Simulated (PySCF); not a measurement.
An unknown is described by computed data only.

Formula: CH8O5SSi2.

| Property | Result |
| --- | --- |
| 1H NMR | chemical shifts (computed TMS as zero) by class: 5.23 (2 H), 5.10 (3 H), 5.06 (2 H), 4.91 (1 H) ppm [GIAO PBE0/pcSseg-1] |
| 13C NMR | chemical shifts (computed TMS as zero) by class: 84.6 (1 C) ppm [GIAO PBE0/pcSseg-1] |
| Rotational structure | rotational constants A, B, C: 3.186, 0.476, 0.463 GHz [GFN2-xTB] |
| NMR, other nuclei | isotropic shieldings of nuclei other than C and H, by class: 110 (2 O), 138 (1 O), 292 (1 O), 310 (1 O), 395 (1 Si), 398 (1 Si), 180 (1 S) ppm [GIAO PBE0/pcSseg-1] |
| Dipole | 3.19 D [PBE0/pcSseg-1] |

Gas-phase values; electronic properties from PySCF, density fitting. Levels stand in brackets. One conformer (not necessarily the lowest) at the GFN2-xTB geometry, without solvent, vibrations or thermal averaging. NMR classes are plain means over equivalent atoms (diastereotopic ones count apart unless rotation or inversion swaps them), as if these changed places fast.

Question: What is the compound? Reason from the data.

Answer: Numbering: `[O:1]=[S:2](=[O:3])([OH:4])[CH2:5][O:6][SiH2:7][O:8][SiH3:9]`. The one carbon: sp3 carbon bound to oxygen [C5] (84.6 ppm). Hydrogen classes from least to most shielded: 2 H on an oxygen-bound silicon, Si7 (5.23 ppm), 3 H on an oxygen-bound silicon, Si9 (5.10 ppm), 2 H on an sp3 carbon bound to oxygen, C5 (5.06 ppm), 1 H on a hydroxyl oxygen, O4 (4.91 ppm). The other shieldings belong to: 110 ppm, sulfonyl oxygen [O1/O3]; 138 ppm, hydroxyl oxygen [O4]; 292 ppm, siloxane oxygen [O8]; 310 ppm, silyl ether oxygen [O6]; 395 ppm, oxygen-bound silicon [Si7]; 398 ppm, oxygen-bound silicon [Si9]; 180 ppm, sulfonyl sulfur [S2]. The optimised geometry has point group C1 and is an asymmetric top. Structure: `O=S(=O)(O)CO[SiH2]O[SiH3]`. The assignments are read from this structure; whether some other isomer fits the data as well wasn't checked.
